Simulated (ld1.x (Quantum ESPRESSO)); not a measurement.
Ta: TM pseudisation with LDA (PZ), scalar-relativistic reference atom.

- Element: Ta
- Generator: ld1.x (Quantum ESPRESSO) 7.5
- Type: norm-conserving Troullier–Martins (Kleinman–Bylander form)
- Functional: LDA (PZ)
- Relativity: scalar-relativistic
- Frozen core: [Xe] 4f14
- Valence charge: 5
- Reference configuration: 5d3 6s2 6p0
- Partial waves: 6s (bound): rc 2.10 bohr; 6p (bound, empty): rc 3.45 bohr; 5d (bound): rc 2.90 bohr
- Local potential: all-electron potential smoothed inside 2.40 bohr (lloc = -2)
- Core correction: a·sin(br)/r model core, default radius (core density twice the valence density)

All-electron outer shells of the reference configuration (LDA (PZ), scalar-relativistic, ld1.x):

```json
{"shell": "5p", "level (eV)": "-39.56", "outermost node (bohr)": "0.58", "outermost maximum (bohr)": "1.13"}
{"shell": "4f", "level (eV)": "-24.93", "outermost node (bohr)": "–", "outermost maximum (bohr)": "0.44"}
{"shell": "6s", "level (eV)": "-5.62", "outermost node (bohr)": "1.32", "outermost maximum (bohr)": "2.74"}
{"shell": "5d", "level (eV)": "-3.79", "outermost node (bohr)": "0.65", "outermost maximum (bohr)": "1.58"}
{"shell": "6p", "level (eV)": "-1.48", "outermost node (bohr)": "1.59", "outermost maximum (bohr)": "3.89"}
```

Problem. Does the generator finish with these settings?

Solution. Yes, a potential is produced and its reference levels are reproduced.

Problem. Estimate the cutoffs (Ry, on a coarse ladder) from which the occupation-weighted sum of valence levels, in a spherical-Bessel basis at the reference potential, stays within 10 and 1 mRy of its value at 400 Ry.

Solution. 21 Ry and 45 Ry.

Problem. What does a ghost test show?

Solution. No extra level below or beside the all-electron valence levels (s, p, d, f tested). The logarithmic derivative shows an extra or strongly shifted pseudo pole above the reference energy (s near 1.02 Ry).

Problem. Tests: 5d3 6s1 6p0; 5d3 6s0 6p0; 5d2 6s0 6p0; 5d1 6s0 6p0; 5d3 6s1 6p1; 5d2 6s2 6p0; 5d2 6s2 6p1. Which has the largest error in its energy relative to the reference configuration, and how large is it?

Solution. 5d1 6s0 6p0, with -730 meV (all-electron minus pseudo) on +83.30 eV.
